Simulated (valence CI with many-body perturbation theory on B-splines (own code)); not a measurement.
# E1 transitions of Zr26+

Level of theory: configuration interaction combined with many-body perturbation theory (CI+MBPT): four valence electrons over a frozen Dirac-Fock core [Ne], radial functions for each j: 11 s, 11 p, 9 d, 7 f, 5 g, 2 h, 1 i, with the one-electron correlation potential Σ1 (screened to all orders), the two-electron term Σ2, the three-electron term Σ3, Breit, model QED; selected single and double excitations, second order for the rest (own B-spline code, finite nucleus).

The last digits are not significant, and no measured levels were compared; by estimate large intervals hold to a few tenths of a per cent, small ones and those within an open d or f shell to about a per cent.

Lines 51 to 100 of 219 in falling wavelength, among levels below 231.84 eV, chosen from the strongest by gf and those to the six lowest levels. Wavelengths and rates use the calculated energies. Electric multipoles are in the length gauge, E1 and E2 with the static RPA response of the core. Weak lines are less certain than strong ones. Lines between different terms over intervals too small for the method are left out, as are lines whose strength nearly cancels. Where a level lies close to another of its J and parity, the split of strength between their lines is uncertain. The highest levels of a list are the least certain.

Names give the largest LS component (configuration and term), which can be under half, so a name can repeat, a term be missing and a line seem to break the LS rules; names also repeat where a configuration has a term twice. Letters in brackets count levels of one name in rising energy.

```tsv
λ vac (Å)	Upper	Lower	A (s⁻¹)	S (a.u.) with core polarisation	S without
135.9	3s 3p3 3P°_1	3s2 3p2 3P_2	5.12e+08	1.90e-03	1.95e-03
135.9	3s 3p2 3d 3G_4	3s2 3p 3d 3F°_3	3.19e+10	3.56e-01	3.65e-01
135.5	3s 3p2 3d 3D_3 [a]	3s2 3p 3d 3F°_3	3.51e+09	3.02e-02	3.10e-02
135.1	3s 3p2 3d 3D_2 [b]	3s2 3p 3d 3P°_2 [a]	4.77e+09	2.90e-02	2.98e-02
135.0	3s 3p2 3d 3D_3 [b]	3s2 3p 3d 3P°_2 [a]	6.50e+09	5.52e-02	5.66e-02
134.6	3s 3p2 3d 3F_2 [b]	3s2 3p 3d 3F°_2	5.58e+09	3.36e-02	3.45e-02
134.5	3s 3p2 3d 3D_3 [a]	3s 3p3 3P°_2	6.30e+09	5.30e-02	5.44e-02
133.7	3s 3p2 3d 3P_1	3s2 3p 3d 3P°_2 [a]	9.93e+09	3.52e-02	3.61e-02
133.5	3s2 3p 3d 1D°_2	3s2 3p2 3P_1	1.11e+08	6.52e-04	6.68e-04
132.9	3s 3p3 3P°_0	3s2 3p2 3P_1	1.89e+10	2.18e-02	2.24e-02
132.5	3s 3p2 3d 3G_3	3s2 3p 3d 3F°_2	2.04e+10	1.64e-01	1.68e-01
132.3	3s 3p2 3d 1G_4	3s2 3p 3d 3F°_3	3.11e+09	3.19e-02	3.28e-02
132.0	3s 3p2 3d 3F_3 [b]	3s2 3p 3d 3F°_3	4.37e+09	3.48e-02	3.57e-02
131.4	3s 3p3 1P°_1	3s2 3p2 1S_0	6.71e+09	2.25e-02	2.32e-02
131.4	3s 3p2 3d 3F_2 [c]	3s2 3p 3d 3P°_2 [a]	4.44e+09	2.48e-02	2.54e-02
131.3	3s 3p2 3d 3F_2 [c]	3s2 3p 3d 3D°_1	2.53e+10	1.41e-01	1.45e-01
131.1	3s 3p2 3d 3F_3 [b]	3s 3p3 3P°_2	7.65e+09	5.96e-02	6.11e-02
130.6	3s2 3p 3d 3D°_1	3s2 3p2 1D_2	2.22e+07	7.31e-05	7.47e-05
130.4	3s2 3p 3d 3P°_2 [a]	3s2 3p2 1D_2	6.71e+09	3.68e-02	3.78e-02
130.4	3s 3p2 3d 3F_2 [a]	3s 3p3 3D°_3	6.20e+09	3.39e-02	3.48e-02
130.4	3p4 3P_0	3s 3p3 3D°_1	1.59e+10	1.74e-02	1.78e-02
130.2	3s 3p3 3P°_1	3s2 3p2 3P_1	1.95e+10	6.37e-02	6.54e-02
130.0	3s 3p2 3d 3P_2	3s2 3p 3d 3D°_1	1.45e+10	7.86e-02	8.06e-02
129.9	3s 3p2 3d 3F_3 [c]	3s2 3p 3d 3P°_2 [a]	3.57e+10	2.70e-01	2.77e-01
129.1	3s 3p2 3d 5P_2 [b]	3s2 3p 3d 1D°_2	3.41e+09	1.81e-02	1.86e-02
126.1	3p4 3P_2	3s 3p3 5S°_2	3.58e+08	1.77e-03	1.82e-03
125.7	3s 3p2 3d 1P_1	3s2 3p 3d 3D°_1	1.02e+10	3.00e-02	3.07e-02
125.5	3s2 3p 3d 3F°_2	3s2 3p2 3P_2	1.31e+10	6.39e-02	6.55e-02
125.3	3s 3p2 3d 5D_1 [b]	3s 3p3 3D°_2	1.41e+10	4.11e-02	4.22e-02
125.1	3s 3p2 3d 5F_1	3s 3p3 5S°_2	3.63e+08	1.05e-03	1.08e-03
124.4	3s 3p2 3d 3D_3 [b]	3s2 3p 3d 3F°_3	3.44e+09	2.29e-02	2.35e-02
123.7	3s 3p2 3d 3D_2 [b]	3s 3p3 3P°_2	5.16e+09	2.41e-02	2.47e-02
122.9	3s 3p2 3d 3F_3 [b]	3s2 3p 3d 3F°_2	8.49e+09	5.45e-02	5.58e-02
122.7	3s 3p2 3d 3D_1 [b]	3s2 3p 3d 3F°_2	1.28e+10	3.50e-02	3.59e-02
122.5	3s 3p2 3d 3P_1	3s 3p3 3P°_2	1.54e+10	4.18e-02	4.29e-02
121.6	3s 3p2 3d 3D_1 [c]	3s2 3p 3d 3F°_2	2.91e+10	7.75e-02	7.96e-02
121.6	3s 3p2 3d 3F_2 [b]	3s2 3p 3d 1D°_2	4.56e+09	2.02e-02	2.08e-02
121.3	3s 3p2 3d 3F_2 [c]	3s2 3p 3d 3F°_3	8.45e+09	3.73e-02	3.82e-02
121.2	3s 3p2 3d 3P_1	3s 3p3 3S°_1	5.92e+09	1.56e-02	1.60e-02
121.0	3s 3p2 3d 5F_2	3s 3p3 5S°_2	4.97e+09	2.17e-02	2.23e-02
120.9	3s2 3p 3d 3P°_1	3s2 3p2 1S_0	8.94e+08	2.34e-03	2.41e-03
120.7	3s 3p2 3d 3D_1 [a]	3s2 3p 3d 1D°_2	3.34e+10	8.70e-02	8.93e-02
120.6	3s2 3p 3d 3F°_2	3s2 3p2 3P_1	7.00e+08	3.03e-03	3.10e-03
120.5	3s 3p2 3d 3F_2 [c]	3s 3p3 3P°_2	5.89e+09	2.55e-02	2.61e-02
120.3	3s 3p2 3d 3P_2	3s2 3p 3d 3F°_3	3.74e+10	1.61e-01	1.65e-01
120.2	3p4 1D_2	3s 3p3 3D°_1	3.47e+09	1.49e-02	1.52e-02
120.1	3s 3p2 3d 3F_3 [c]	3s2 3p 3d 3F°_3	4.65e+10	2.78e-01	2.85e-01
119.8	3s 3p2 3d 3G_3	3s2 3p 3d 1D°_2	2.46e+10	1.46e-01	1.50e-01
119.4	3s 3p2 3d 5D_3	3s 3p3 3D°_3	9.87e+09	5.80e-02	5.94e-02
119.4	3s 3p2 3d 3D_2 [a]	3s2 3p 3d 3F°_2	5.35e+09	2.25e-02	2.30e-02
```
